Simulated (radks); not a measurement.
All-electron atom: Sm24+ in [Kr] 4d2 (the NIST ground configuration). Method: non-relativistic Kohn-Sham, TPSS, spin-polarised, spherical densities, point nucleus; open shells are filled with parallel spins first (spin-orbit coupling, left out, can overturn this in heavy ions); meta-GGA in the generalised Kohn-Sham scheme; relativity is left out, which matters for an element this heavy; computed with a radial shooting solver on a logarithmic mesh with Libxc functionals.

X-ray form factor f0, the Fourier transform of the density (f0(0) = 38):

sin(theta)/lambda (1/angstrom)  f0 (electrons)
0.05                                    37.910
0.1                                     37.641
0.15                                    37.201
0.2                                     36.601
0.25                                    35.856
0.3                                     34.985
0.4                                     32.946
0.5                                     30.659
0.6                                     28.292
0.8                                     23.847
1                                       20.237
1.25                                    16.921
1.5                                     14.443
2                                       10.503
